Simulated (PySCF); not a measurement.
PbHCl, SMILES [PbH][Cl] (connectivity only; charge and spin as stated), neutral, multiplicity 1. Atoms are numbered in the order given.

```xyz
3

Pb     0.0237     0.4224     0.0000
H     -1.8334     0.5665     0.0000
Cl    -0.0062    -2.0707     0.0000
```

Geometry optimised at B3LYP-D3(BJ)/def2-TZVP. The def2 effective core potentials stand for the cores of Pb; spin–orbit coupling is left out.

Level of theory: IEF-PCM-ωB97X/def2-SVP (PySCF).

The values are the electrostatic part of the solvation free energy, E(continuum) − E(gas) at the gas-phase geometry, in a cavity of scaled van der Waals radii (PySCF's table); cavitation and dispersion terms are not included. A continuum can't describe solvent molecules that bind to the metal. In vacuum the orbital gap is 8.03 eV. The dipole moment in vacuum is 3.99 D.

Computed values in water (ε = 78.36), chlorobenzene (ε = 5.70), acetonitrile (ε = 35.69):
```csv
solvent,ε,ΔG(elec) (kcal/mol),dipole (D),gap (eV)
water,78.36,-9.2,5.55,8.55
chlorobenzene,5.70,-6.9,5.17,8.42
acetonitrile,35.69,-9.0,5.51,8.54
```
